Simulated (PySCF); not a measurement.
# Broadened absorption spectrum of BeMe(OH)

Species: BeMe(OH), CH4BeO.
Geometry (PBE0-D3(BJ)/def2-SVP, Å), atoms numbered from 1 in this order:
```xyz
7
CH4BeO angstrom
Be     0.0653   -0.0789   -0.5938
C     -0.1466    0.1069    1.0566
H      0.8127    0.1055    1.6024
H     -0.7618   -0.6996    1.4920
H     -0.6505    1.0581    1.3018
O      0.2305   -0.2359   -1.9689
H      0.4504   -0.2560   -2.8900
```

The calculation used PySCF 2.14.0, density-fitted response routines, TDDFT CAM-B3LYP/def2-SVPD, vertical, gas phase, core orbitals frozen in the response.

Broadening: Gaussians 0.4 eV wide at half height, area fixed by f = 4.319×10⁻⁹ ∫ε dν̃. The cross-section is σ = 3.8235×10⁻²¹ ε cm², given in Mb (10⁻¹⁸ cm²). The width is an assumption, not a result. The curve ends short of the highest state used, and states not computed would add to its high-energy end.

| E (eV) | σ (Mb) |
| --- | --- |
| 6.93 | 0.05 |
| 6.99 | 0.18 |
| 7.05 | 0.51 |
| 7.11 | 1.30 |
| 7.17 | 2.91 |
| 7.23 | 5.76 |
| 7.29 | 10.05 |
| 7.35 | 15.49 |
| 7.41 | 21.08 |
| 7.47 | 25.38 |
| 7.54 | 27.08 |
| 7.60 | 25.38 |
| 7.66 | 21.78 |
| 7.72 | 18.01 |
| 7.78 | 15.72 |
| 7.84 | 15.84 |
| 7.90 | 18.45 |
| 7.96 | 23.00 |
| 8.02 | 28.59 |
| 8.08 | 34.10 |
| 8.14 | 38.19 |
| 8.20 | 39.54 |
| 8.26 | 37.34 |
| 8.32 | 31.85 |
| 8.39 | 23.03 |
| 8.45 | 15.41 |
| 8.51 | 9.17 |
| 8.57 | 4.86 |
| 8.63 | 2.31 |
| 8.69 | 1.00 |

Q: Where are the band maxima, and which computed states make them?

A: 165 nm (7.53 eV), ε about 7100, made up of S1 (99%); 151 nm (8.19 eV), ε about 10000, made up of S4 (43%) and S5 (41%) (ε in L mol⁻¹ cm⁻¹; maxima over ε = 5, shares over 10%). The states used: S1 7.53 eV (f 0.104); S2 7.99 eV (f 0.026); S3 8.00 eV (f 0.023); S4 8.23 eV (f 0.068); S5 8.24 eV (f 0.065); S6 8.56 eV (f 0.0004); S7 8.95 eV (f 0.0000); S8 9.02 eV (f 0.0001); S9 9.03 eV (f 0.0001); S10 9.29 eV (f 0.023).

Q: What would ε be at 8.19 eV, the highest of these maxima, with half the width (0.2 eV)?

A: About 16200 L mol⁻¹ cm⁻¹ against 10300, a factor of about 1.6; a lone state at its own centre would give exactly 2.

Q: Does any computed singlet lie in the visible range?

A: No computed singlet lies in the visible range (380 to 750 nm); the lowest, at 165 nm, stands 4.27 eV above its violet end (3.26 eV).

Q: Coming from long wavelengths, where does ε first pass 100 L mol⁻¹ cm⁻¹?

A: At about 176 nm (7.03 eV), 0.49 eV below S1.

Hardware: one thread, Arm Neoverse V1, on a shared host. Cost: 3.7 s.
